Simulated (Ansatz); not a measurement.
C$_{2}$H$_{7}$BO$_{2}$, SMILES `OBCCO`. Total charge 0; spin multiplicity 1.

Z-matrix (Å, degrees):
```
C
B 1 1.564
C 1 1.518 2 114.9
H 1 1.101 2 106.0 3 118.8
H 1 1.097 2 110.6 3 -126.5
O 2 1.355 1 119.1 3 144.3
H 2 1.207 1 121.7 3 -37.1
O 3 1.413 1 113.5 2 170.5
H 3 1.093 1 110.1 2 52.4
H 3 1.100 1 110.1 2 -65.2
H 6 0.960 2 113.3 1 177.5
H 8 0.961 3 108.1 1 56.2
```

Q: Give the diagnostics of a CCSD(T)/def2-TZVPP run (frozen core, the Gaussian-basis code of Ansatz). (An estimate is asked.)

A: Ansatz gave: T1 = 0.0117, largest single amplitude 0.031, largest double 0.018, (T) share of the correlation energy 3.6 %, 9 CCSD cycles. The RHF solution is stable towards an unrestricted one. T1 lies under the customary mark of 0.02 for closed shells.
